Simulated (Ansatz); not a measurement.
**Counterpoise correction, worked out**

The pair of Li⁺ (SMILES [Li+], atom 1) and SiH3F (SMILES [SiH3]F, atoms 2–6), both closed shells, in one local arrangement (a lower one may exist), relaxed at PBE0-D4/def2-TZVP:

Li1  (0.144, -0.070, -2.758)
Si2  (-0.036, 0.017, 0.679)
F3  (0.054, -0.024, -1.007)
H4  (-1.398, -0.459, 0.969)
H5  (0.200, 1.433, 1.008)
H6  (1.036, -0.897, 1.109)
(Å)

Ansatz 0.2.0; basis: def2-TZVPPD; cores frozen in the correlated methods. The outer core shell of Li, Na, Mg and K is correlated.

CCSD(T) total energies in eV:

| system | geometry | basis functions | energy |
| --- | --- | --- | --- |
| pair | pair | all | -10829.17844 |
| Li⁺ | as in the pair | all (partner as ghosts) | -197.84958 |
| SiH3F | as in the pair | all (partner as ghosts) | -10629.99746 |
| Li⁺ | as in the pair | its own | -197.84251 |
| SiH3F | as in the pair | its own | -10629.98821 |
| Li⁺ | free (PBE0-D4 minimum) | its own | -197.84251 |
| SiH3F | free (PBE0-D4 minimum) | its own | -10630.13471 |

(1) Work out the interaction energy with and without the counterpoise correction, the superposition error, and the binding energy from the relaxed fragments.

T1 diagnostic: at most 0.012.

Results:

(1) Without correction: -10829.17844 − (-197.84251) − (-10629.98821) = -1.34772 eV.
With correction (each fragment in the whole basis): -10829.17844 − (-197.84958) − (-10629.99746) = -1.33140 eV = -30.70 kcal/mol.
The superposition error is the difference, 0.01632 eV, 1 % of the uncorrected value: each fragment borrows its partner's functions.
Deformation from the free shapes: 0.00000 eV for Li⁺ and 0.14650 eV for SiH3F.
Binding energy from relaxed fragments: -1.33140 + 0.00000 + 0.14650 = -1.18490 eV = -27.32 kcal/mol (electronic, without zero-point energy; negative means bound). For comparison, the corrected interaction energy by CCSD(T) at an estimated basis limit (MP2 extrapolated from triple and quadruple zeta, plus CCSD(T) − MP2 in triple zeta) is -1.374 eV; triple zeta with the correction binds less.

For scale, one of the runs: CCSD(T)/def2-TZVPPD, 161 basis functions (an equivalent command: `ansatz run in.yaml --threads 2`). The run took 11 s on 2 CPU threads (shared host), with 1.2 GiB of host memory at its peak.
